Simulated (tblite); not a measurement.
A tight-binding relaxation on `[NH+](C)(C)[AlH2-][CH2]CO`.

Computed with GFN2-xTB geometry optimisation, gas phase (tblite 0.8.0). Start geometry: from a force field or distance geometry. A driver script takes a list of jobs; this job's settings line and coordinates (Å) are shown.

Command:
```bash
OMP_NUM_THREADS=1 python probes_run.py task.json out
```

Input:
```
{"job": {"kind": "relax", "xc": "GFN2-xTB", "basis": "xTB"}, "charge": 0, "multiplicity": 1}
C     -1.076400    -0.608100    -1.243400
N     -1.462900    -0.472200     0.147500
C     -2.708300     0.241500     0.221400
Al    -0.160500     0.379400     1.225800
C      1.546500     0.761900     0.346600
C      2.460100    -0.407300     0.166800
O      3.616700     0.032800    -0.477000
H     -2.023400    -0.931400    -1.761500
H     -0.296400    -1.374900    -1.321900
H     -0.805200     0.383000    -1.613600
H     -1.595500    -1.471600     0.500200
H     -3.413000    -0.217100    -0.507100
H     -3.092200     0.143800     1.252600
H     -2.616400     1.320100    -0.034500
H     -0.770700     1.814400     1.657000
H      0.009300    -0.421400     2.619900
H      2.063000     1.567600     0.936300
H      1.307600     1.201400    -0.652100
H      2.657700    -0.978300     1.105500
H      1.960600    -1.103700    -0.538900
H      4.390400     0.157100     0.125000
```

Output:
```
step      E/eV     max force
  0    -645.32363    3.339
  1    -645.64464    2.388
  2    -645.86779    1.091
  3    -646.00291    0.765
  4    -646.06195    0.767
  5    -646.10394    0.535
  6    -646.13075    0.383
  7    -646.14979    0.259
  8    -646.16042    0.255
  9    -646.16826    0.301
... (185 lines left out)
195    -646.36333    0.045
196    -646.36343    0.063
197    -646.36332    0.069
198    -646.36368    0.032
199    -646.36375    0.021
200    -646.36384    0.027
201    -646.36389    0.015
202    -646.36392    0.014
203    -646.36395    0.011
204    -646.36398    0.009
```

«max force» is the largest atomic force in eV/Å.

From which step on does the largest force stay under 0.1 eV/Å, and how much energy is left to gain from there?

From step 108 (0.092 eV/Å), 19.0 meV above the end.

Main results: energy lowered by 24.0 kcal/mol over 204 steps; largest atomic force 0.009 eV/Å at the end.

Give the final coordinates.

0.723 Å rms from the input after alignment:
```
atom  x, y, z in Å
C1    -1.2565   -0.0971   -1.4183
N2    -1.2733   -0.3882    0.0093
C3    -2.6210   -0.3356    0.5613
Al4   -0.1239    0.9842    1.0296
C5     1.7292    0.7685    0.2550
C6     2.3029   -0.6507    0.2937
O7     3.6642   -0.7314   -0.0923
H8    -1.9514   -0.7317   -1.9759
H9    -0.2485   -0.2368   -1.8041
H10   -1.5328    0.9484   -1.5577
H11   -0.9061   -1.3269    0.1573
H12   -3.2947   -1.0498    0.0795
H13   -2.5725   -0.5388    1.6300
H14   -3.0094    0.6734    0.4287
H15   -0.9520    2.2585    0.6621
H16   -0.3439    0.3711    2.4559
H17    2.3882    1.3946    0.8842
H18    1.8731    1.1685   -0.7605
H19    2.1808   -1.0735    1.3041
H20    1.7802   -1.3056   -0.4110
H21    4.1583   -0.0839    0.4233
```

On Arm Neoverse N1, one thread, shared host with 64 logical CPUs at a one-minute load of 60, this took 2.6 s.
Labels such as C1 count atoms from 1, the log's own numbers from 0.
